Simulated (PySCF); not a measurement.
C₇H₁₅OP.
Structure used (GFN2-xTB), in Å, numbered top down from 1:
```
atom  x, y, z in Å
C1    -1.5815   -2.0548   -0.4179
C2    -1.3827   -0.6802    0.2033
C3    -1.9885   -0.5795    1.5949
P4     0.4393   -0.4208    0.3837
O5     1.1600   -1.3231    1.2931
C6     0.9799    1.2927    0.0903
C7     2.1703    1.8290    0.8411
C8     1.2541    0.2853   -1.0802
C9     0.6280    0.5736   -2.4206
H10   -1.1530   -2.0885   -1.4186
H11   -1.0822   -2.8053    0.1932
H12   -2.6404   -2.3011   -0.4799
H13   -1.7849    0.1000   -0.4466
H14   -3.0574   -0.7863    1.5668
H15   -1.5090   -1.3019    2.2537
H16   -1.8325    0.4162    2.0086
H17    0.2321    2.0394   -0.1547
H18    1.8526    2.4367    1.6869
H19    2.7967    2.4412    0.1922
H20    2.7652    0.9988    1.2197
H21    2.3013   -0.0035   -1.1448
H22    0.6950   -0.2951   -3.0736
H23    1.1460    1.4031   -2.9031
H24   -0.4201    0.8440   -2.3129
```

Definitions: NICS(0) = −σiso at the ring centroid; NICS(1) = −σiso and NICS(1)zz = −σzz at ±1 Å along the ring normal z. Level: GIAO PBE0/pcSseg-1 (PySCF, non-relativistic, gas phase) on the GFN2-xTB geometry, one conformer.

Ring bond lengths (Å), with Mayer bond orders in brackets: P4–C6 1.821 (0.81), C6–C8 1.568 (0.83), C8–P4 1.818 (0.84).

Q: What do the NICS probes read (ppm)?

A: 
| ring | type | NICS(0) | NICS(1), two faces | NICS(1)zz, two faces | rms pucker (Å) | centre to ring atoms, mean (Å) |
| --- | --- | --- | --- | --- | --- | --- |
| P4–C6–C8 | 3-membered ring with P; formal bonds all single | -24.1 | -7.6 / -4.7 | -12.5 / -7.9 | 0.00 | 1.00 |

Q: What do they say, and how far can they be read as aromaticity?

A: 
- P4–C6–C8: mean NICS(1)zz -10.2 ppm, shielded. P4, C6, C8 have four or more neighbours, and the NICS criterion for π rings isn't applied. The two faces differ by 4.6 ppm, so no symmetry operation interchanges them. NICS(0) lies 18 ppm below the mean NICS(1).

Q: What is the mean of the two in-plane components of NICS at the first NICS(1) probe listed for ring P4–C6–C8, 1 Å off the ring?

A: The isotropic value is a third of the trace: (3 × -7.6 − (-12.5))/2 = -5.1 ppm.

Q: How shielded are the nuclei of the rings and their hydrogens (means over atoms taken as equivalent)?

A: 
```tsv
atoms	environment	σ isotropic (ppm)	principal values of the symmetric part, first atom (ppm)
P4	phosphoryl phosphorus	358.5	218.3, 233.9, 623.4
C6	sp3 carbon bound to phosphorus	155.7	136.7, 149.1, 181.4
C8	sp3 carbon bound to phosphorus	156.2	138.1, 149.3, 181.1
H17	methine hydrogen	31.06	25.8, 31.1, 36.3
H21	methine hydrogen	30.50	25.2, 30.5, 35.8
```
